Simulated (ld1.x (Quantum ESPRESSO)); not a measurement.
## cadmium (Cd): one change to a TM potential, before and after

ld1.x (Quantum ESPRESSO) 7.5 input, shortened:

```
&input
   title='Cd', zed=48., rel=2, dft='PBE', iswitch=3,
   config='[Kr] 4d10 5s2 5p0', rel_dist='average'
 /
 &inputp
   pseudotype=2, tm=.true., lloc=-1, rcloc=0.75,
   nlcc=.false.
 /
3
5S  1  0   2.00   0.00  1.85  1.85  0.0
4P  2  1   6.00   0.00  0.95  0.95  0.0
4D  3  2  10.00   0.00  1.20  1.20  0.0
 &test
   configts(1)='4p6 4d10 5s2 5p0'
 /
```

Open shells are filled in proportion to 2j + 1 (rel_dist='average').

Change: local potential all-electron potential smoothed inside 1.30 bohr (lloc = -1).

Cutoffs: the cutoffs (Ry, on a coarse ladder) from which the occupation-weighted sum of valence levels, in a spherical-Bessel basis at the reference potential, stays within 10 and 1 mRy of its value at 400 Ry; they do not see the model core or the augmentation charge, which bear on the density cutoff. Errors are all-electron minus pseudo energies relative to the spin-unpolarised reference configuration.

Problem. Predict the effect on cutoff, ghosts and configuration errors.

Solution. The potential gets neither clearly harder nor softer (160 Ry and 230 Ry → 160 Ry and 230 Ry); both files keep a bound ghost (s); of the 7 tests that both files solve, the error grows in 0 and shrinks in 4 by more than 15 % and 0.3 meV (median size 27.4 → 16.9 meV); the range in which the s phases agree narrows (upper end at the end of the scan → 0.7); the range in which the p1/2 phases agree widens (upper end 0.5 → at the end of the scan). That the errors move this way runs against the usual rule that smaller radii transfer better.

| quantity | base | changed |
| --- | --- | --- |
| cutoff, loose | 160 Ry | 160 Ry |
| cutoff, tight | 230 Ry | 230 Ry |
| loose cutoff by channel (10 mRy a level) | s 18 Ry, p 90 Ry, d 70 Ry | s 18 Ry, p 100 Ry, d 70 Ry |
| bound ghosts | s | s |
| error for 4p6 4d10 5s1 5p0, meV [ΔE 9.27 eV] | -3.1 | -1.9 |
| error for 4p6 4d10 5s0 5p0, meV [ΔE 26.40 eV] | -17 | -17 |
| error for 4p6 4d9 5s0 5p0, meV [ΔE 64.41 eV] | +45 | +43 |
| error for 4p6 4d8 5s0 5p0, meV [ΔE 118.46 eV] | +130 | +114 |
| error for 4p6 4d10 5s1.5 5p0, meV [ΔE 3.71 eV] | -0.7 | -0.3 |
| error for 4p6 4d10 5s0 5p2, meV [ΔE 9.66 eV] | +139 | -33 |
| error for 4p6 4d9 5s2 5p0, meV [ΔE 17.98 eV] | -27 | +8.7 |
| s: phases at 2.01 bohr within 0.05 rad from the reference energy up to (Ry; the scan ends near 5) | to the end of the scan | 0.7 |
| p1/2: phases at 2.01 bohr within 0.05 rad from the reference energy up to (Ry; the scan ends near 5) | 0.5 | to the end of the scan |
| p3/2: phases at 2.01 bohr within 0.05 rad from the reference energy up to (Ry; the scan ends near 5) | 0.6 | to the end of the scan |
| d3/2: phases at 2.01 bohr within 0.05 rad from the reference energy up to (Ry; the scan ends near 5) | 3.9 | to the end of the scan |
| d5/2: phases at 2.01 bohr within 0.05 rad from the reference energy up to (Ry; the scan ends near 5) | 3.9 | to the end of the scan |

 A true bound ghost makes a file unfit for plane-wave use even where its test errors are small: the radial tests pick states by their node count and pass the ghost by.
